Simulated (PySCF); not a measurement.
# Structure revision by computed shifts

A compound C6H11FO2Si gives the data below (simulated from a calculation) and was assigned the structure `C=CO[Si]1(F)CCOCC1`.

¹³C{¹H} NMR (computed): δ 135.8 (C), 104.7 (C), 72.6 (CH), 26.8 (CH), 23.7 (CH3), 22.0 (CH3).

¹H NMR (400 MHz, computed): δ 5.35 (d, 1H), 5.08 (m, 1H), 4.87 (d, 1H), 3.14 (br s, 1H), 2.84 (m, 1H), 1.28 (d, 3H), 1.16 (d, 3H).

[PySCF 2.14: shielding tensors at PBE0/pcSseg-1 (GIAO); GFN2-xTB structure; no relativistic terms; averaged over atoms made equivalent by symmetry, fast rotation or ring inversion; single conformer; no solvent]

References, each an isolated molecule treated in the same way: ¹H (σref 31.72) and ¹³C (σref 186.93) vs TMS.

Question: Compare with the shifts computed for the proposed structure, pairing carbons in order of shift.

Answer: Atoms are numbered as in `[CH2:1]=[CH:2][O:3][Si:4]1([F:5])[CH2:6][CH2:7][O:8][CH2:9][CH2:10]1` (H(Xn): hydrogen on atom n).

| atom | computed for proposal | given list | difference |
| --- | --- | --- | --- |
| C2 | 154.1 | 135.8 | +18.3 |
| C1 | 99.2 | 104.7 | -5.5 |
| C7 | 71.9 | 72.6 | -0.7 |
| C9 | 71.9 | 26.8 | +45.1 |
| C6 | 19.9 | 23.7 | -3.8 |
| C10 | 19.9 | 22.0 | -2.1 |

The rms difference is 20.1 ppm and the largest +45.1 ppm at C9 (sp3 CH2 bonded to O). The proposal also would give 4 carbon signals, not 6. The carbon types in order of shift don't match either: CH, CH2, CH2, CH2, CH2, CH2 for the proposal against C, C, CH, CH, CH3, CH3 in the data. The proposal doesn't fit.

Question: Which isomer fits?

Answer: `CC(C)C1=C(O[SiH2]O)[C@@H]1F`.

- Carbon types of the structure: 2 × C, 2 × CH, 2 × CH3, leaving 3 H on heteroatoms.
- δC 135.8: alkene carbon bearing oxygen; an sp2 carbon further deshielded by the attached heteroatom.
- δC 104.7: β carbon of an enol-ether or enamine type C=C; the O or N lone pair pushes π density onto this β carbon and shields it.
- δC 72.6: three-membered-ring carbon; pulled downfield by the heteroatom.
- δC 23.7, 22.0: methyl carbon; aliphatic region, no heteroatom directly attached.

The data come from this structure; uniqueness wasn't tested.

Exchangeable OH/NH protons stand at their gas-phase positions; hydrogen bonding in a real sample shifts them, mostly to higher δ. Splittings by ¹⁹F in the carbon and heteronuclear signals aren't shown, as no couplings were computed. Shifts are as computed. Against solution values, carbons near 30 ppm lie about +3 ppm off and those near 130 ppm about +5 ppm. Of 1211 compounds with measured shifts, 218 miss one by over three times the rms of a fit or turn the order of signals round; such compounds aren't used in these exercises. No couplings were computed; multiplicities are counted from neighbouring protons, with m where these are inequivalent, close in shift, in a saturated or five-membered ring or joined by F or P, and br s for small geminal =CH2 splittings.
